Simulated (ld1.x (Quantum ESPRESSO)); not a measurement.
**What one change does to a pseudopotential (oxygen (O), TM semilocal)**

```json
{"Element": "O (Z = 8)", "Generator": "ld1.x (Quantum ESPRESSO) 7.5", "Type": "norm-conserving Troullier–Martins (semilocal form)", "Functional": "PBE", "Relativity": "non-relativistic", "Frozen core": "[He]", "Valence charge": "6", "Reference configuration": "2s1.75 2p4.25", "Partial waves": "2p (bound): rc 1.95 bohr; 3d channel at -0.15 Ry: rc 1.95 bohr; 2s (bound): rc 0.90 bohr", "Local potential": "the s channel", "Core correction": "none"}
```

Change: all radii scaled by about 1.29 (s 1.16, p 2.52, d 2.52 bohr).

Cutoffs: the cutoffs (Ry, on a coarse ladder) from which the occupation-weighted sum of valence levels, in a spherical-Bessel basis at the reference potential, stays within 10 and 1 mRy of its value at 400 Ry; they do not see the model core or the augmentation charge, which bear on the density cutoff. Errors are all-electron minus pseudo energies relative to the spin-unpolarised reference configuration.

**Question.** What does the change do?

**Answer.** The potential gets softer (70 Ry and 160 Ry → 45 Ry and 110 Ry); of the 7 tests that both files solve, the error grows in 7 and shrinks in 0 by more than 15 % and 0.3 meV (median size 16.6 → 138.7 meV); neither file shows a bound ghost at the reference potential, the only one tested. A larger radius leaves more room for a smooth pseudo-wave, so fewer plane waves are needed. More of the atom is replaced by a form fitted at one configuration, so other configurations suffer. A semilocal file is local in each channel, so a ghost entry of none says nothing of the separable form that plane-wave codes build from it.

```tsv
quantity	base	changed
cutoff, loose	70 Ry	45 Ry
cutoff, tight	160 Ry	110 Ry
loose cutoff by channel (10 mRy a level)	p 35 Ry, s 60 Ry	p 25 Ry, s 40 Ry
bound ghosts	none	none
error for 2s2 2p4, meV [ΔE -3.72 eV]	-0.2	-3.7
error for 2s2 2p3, meV [ΔE 12.72 eV]	+65	+214
error for 2s2 2p2, meV [ΔE 46.31 eV]	+522	+1437
error for 2s1 2p5, meV [ΔE 11.18 eV]	-1.6	-28
error for 2s2 2p4.3, meV [ΔE -5.85 eV]	-9.5	-25
error for 2s0 2p6, meV [ΔE 26.11 eV]	-17	-139
error for 2s2 2p0, meV [ΔE 177.09 eV]	+6069	+12656
```

Changed file: These tests converged, but a pseudo level misses the all-electron one widely, so the file describes the atom poorly there or has found another state: 2s2 2p0: empty 2p by 10.2 eV.
